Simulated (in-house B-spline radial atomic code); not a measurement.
Ionisation energies along the 49-electron series, configuration [Kr] 4d10 4f1 5s2, as differences of self-consistent energies. NIST's values go from ground level to ground level; the uncertainty of those that are theory runs from under 0.1 % in few-electron ions to several per cent in heavy many-electron ones. Computed with a B-spline radial code for spherical atoms: non-relativistic Hartree-Fock, average of the configuration, point nuclei.

This level leaves out relativity, spin-orbit splitting included, which matters for heavy ions.

| ion | configuration after | ionisation energy (eV) | IE/(q+1)² (eV) | -ε less Coulomb ΔSCF (eV) | tabulated value (eV) | tabulated kind | computed minus tabulated (eV) |
| --- | --- | --- | --- | --- | --- | --- | --- |
| Nd11+ | [Kr] 4d10 5s2 | 195.10 | 1.3548 | - | 195 | tabulated theory | 0.10 |
| Pm12+ | [Kr] 4d10 5s2 | 227.77 | 1.3477 | - | 229 | tabulated theory | -1.23 |
| Sm13+ | [Kr] 4d10 4f1 5s1 | 242.37 | 1.2366 | 0.20423 | 257 | tabulated theory | -14.63 |
